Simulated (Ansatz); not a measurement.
Ansatz (a quantum-chemistry and plane-wave program) input:
A basis named .json is the Basis Set Exchange file of that set.

Ansatz 0.2 input:
```yaml
crystal:
  periodic: [false, false, false]
  atoms:
    - {symbol: Si, position_ang: [0.02008128, -0.00260346, 0.01227512]}
    - {symbol: Cl, position_ang: [0.50461063, 1.61908240, -1.03253764]}
    - {symbol: Cl, position_ang: [-0.26440362, -1.64843819, -1.06934949]}
    - {symbol: Cl, position_ang: [-1.24178942, 0.23612778, 1.53114218]}
    - {symbol: O, position_ang: [1.58316996, -0.30185991, 0.91563288]}
    - {symbol: H, position_ang: [2.45539095, -0.20311425, 0.49338517]}
    - {symbol: H, position_ang: [1.62501235, -0.86068176, 1.71236410]}
basis:
  gaussian:
    orbitals: cc-pV_T+d_Z.json
hamiltonian:
  xc: pbe
total_charge: 1
magnetization: {spin_polarized: false}
correlation: {method: rpa, electrons: outside_noble_gas}
```

Question: Which total energy does the run end on?

Answer: -1744.90669 Eh (RPA@PBE/cc-pV(T+d)Z). The basis has 214 functions.

It need not be the lowest isomer of its formula.
